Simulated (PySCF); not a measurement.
Isomers of C7H12SSi.

All values: wB97X-D/def2-SVPD (PySCF) at PBE0-D3(BJ)/def2-SVP geometries, gas phase, one conformer each. Core orbitals are frozen in the response; Δα² is half the sum of the squared differences of the principal polarisabilities.

Question: Rank by vertical ionisation energy (ΔSCF), lowest first.
A. `[CH:1]#[C:2]/[C:3]([CH2:4][CH3:5])=[C:6](/[CH3:7])[S:8][SiH3:9]` with C2–C3–C4–C5 -80°, C3–C6–S8–Si9 -82°
B. `[CH3:1][CH2:2][CH2:3][SiH2:4][c:5]1[cH:6][cH:7][cH:8][s:9]1` with C1–C2–C3–Si4 -62°, C2–C3–Si4–C5 -168°, C3–Si4–C5–C6 -132°
C. `[CH:1]#[C:2]/[C:3]([CH2:4][CH3:5])=[C:6](\[CH3:7])[S:8][SiH3:9]` with C2–C3–C4–C5 83°, C3–C6–S8–Si9 -141°

Answer: C (8.03 eV), A (8.38 eV), B (8.68 eV).

Question: Rank by HOMO–LUMO gap, highest first.
A. `[CH:1]#[C:2]/[C:3]([CH2:4][CH3:5])=[C:6](\[CH3:7])[S:8][SiH3:9]` with C2–C3–C4–C5 83°, C3–C6–S8–Si9 -141°
B. `[CH3:1][CH2:2][CH2:3][SiH2:4][c:5]1[cH:6][cH:7][cH:8][s:9]1` with C1–C2–C3–Si4 -62°, C2–C3–Si4–C5 -168°, C3–Si4–C5–C6 -132°
C. `[CH:1]#[C:2]/[C:3]([CH2:4][CH3:5])=[C:6](/[CH3:7])[S:8][SiH3:9]` with C2–C3–C4–C5 -80°, C3–C6–S8–Si9 -82°

Answer: B (9.61 eV), C (9.04 eV), A (8.78 eV).

Question: Rank by polarisability anisotropy Δα, highest first.
A. `[CH3:1][CH2:2][CH2:3][SiH2:4][c:5]1[cH:6][cH:7][cH:8][s:9]1` with C1–C2–C3–Si4 -62°, C2–C3–Si4–C5 -168°, C3–Si4–C5–C6 -132°
B. `[CH3:1][CH:2]([CH3:3])[SiH2:4][c:5]1[cH:6][cH:7][cH:8][s:9]1` with C1–C2–Si4–C5 -57°, C2–Si4–C5–C6 111°
C. `[CH:1]#[C:2]/[C:3]([CH2:4][CH3:5])=[C:6](/[CH3:7])[S:8][SiH3:9]` with C2–C3–C4–C5 -80°, C3–C6–S8–Si9 -82°
D. `[CH:1]#[C:2]/[C:3]([CH2:4][CH3:5])=[C:6](\[CH3:7])[S:8][SiH3:9]` with C2–C3–C4–C5 83°, C3–C6–S8–Si9 -141°

Answer: D (12.51 Å³), A (8.79 Å³), B (6.98 Å³), C (6.75 Å³).

All values together:

```json
{"SMILES": "CC(C)[SiH2]c1cccs1", "μ (D)": "0.86", "HOMO (eV)": "-8.67", "LUMO (eV)": "0.91", "α (Å³)": "18.74", "Δα (Å³)": "6.98", "ΔSCF removal energy (eV)": "8.67"}
{"SMILES": "CCC[SiH2]c1cccs1", "μ (D)": "0.67", "HOMO (eV)": "-8.68", "LUMO (eV)": "0.93", "α (Å³)": "18.81", "Δα (Å³)": "8.79", "ΔSCF removal energy (eV)": "8.68"}
{"SMILES": "C#C/C(CC)=C(\\C)S[SiH3]", "μ (D)": "1.01", "HOMO (eV)": "-8.06", "LUMO (eV)": "0.73", "α (Å³)": "20.74", "Δα (Å³)": "12.51", "ΔSCF removal energy (eV)": "8.03"}
{"SMILES": "C#C/C(CC)=C(/C)S[SiH3]", "μ (D)": "1.76", "HOMO (eV)": "-8.42", "LUMO (eV)": "0.62", "α (Å³)": "19.93", "Δα (Å³)": "6.75", "ΔSCF removal energy (eV)": "8.38"}
```

Conformers: `[CH3:1][CH:2]([CH3:3])[SiH2:4][c:5]1[cH:6][cH:7][cH:8][s:9]1` with C1–C2–Si4–C5 -57°, C2–Si4–C5–C6 111°; `[CH3:1][CH2:2][CH2:3][SiH2:4][c:5]1[cH:6][cH:7][cH:8][s:9]1` with C1–C2–C3–Si4 -62°, C2–C3–Si4–C5 -168°, C3–Si4–C5–C6 -132°; `[CH:1]#[C:2]/[C:3]([CH2:4][CH3:5])=[C:6](\[CH3:7])[S:8][SiH3:9]` with C2–C3–C4–C5 83°, C3–C6–S8–Si9 -141°; `[CH:1]#[C:2]/[C:3]([CH2:4][CH3:5])=[C:6](/[CH3:7])[S:8][SiH3:9]` with C2–C3–C4–C5 -80°, C3–C6–S8–Si9 -82°.
